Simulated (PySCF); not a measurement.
Al(Me)(F)2 cation (CH₃AlF₂), SMILES [CH3][Al]([F])[F] (connectivity only; charge and spin as stated), charge +1, multiplicity 2.

Geometry: PBE-D3(BJ)/def2-SVP. The multiplicity is an assumed one; other spin states were not compared. The isomer is the one that the SMILES or the coordinates give; other isomers of the formula were not compared.

All values below come from PBE-D3(BJ)/def2-SVP in PySCF 2.14.0.

Frequencies are harmonic and unscaled.

| mode | ν (cm⁻¹) | IR (km/mol) | moving atoms (share of kinetic energy) |
|---|---|---|---|
| 1 | 33 | 0.0 | H 90 % |
| 2 | 99 | 0.5 | F 40 %, C 34 %, H 16 %, Al 9 % |
| 3 | 186 | 64.9 | Al 48 %, F 36 %, H 13 % |
| 4 | 190 | 89.6 | F 54 %, Al 31 %, C 11 % |
| 5 | 232 | 0.0 | H 98 % |
| 6 | 296 | 33.0 | H 79 %, Al 11 % |
| 7 | 359 | 14.6 | C 48 %, Al 30 %, H 18 % |
| 8 | 731 | 17.4 | F 89 %, Al 11 % |
| 9 | 1004 | 2.4 | H 79 %, C 21 % |
| 10 | 1047 | 60.9 | Al 56 %, F 44 % |
| 11 | 1297 | 16.3 | H 91 %, C 9 % |
| 12 | 1318 | 15.8 | H 91 %, C 9 % |
| 13 | 2938 | 45.0 | H 99 % |
| 14 | 3116 | 45.8 | H 90 %, C 10 % |
| 15 | 3157 | 43.8 | H 89 %, C 11 % |
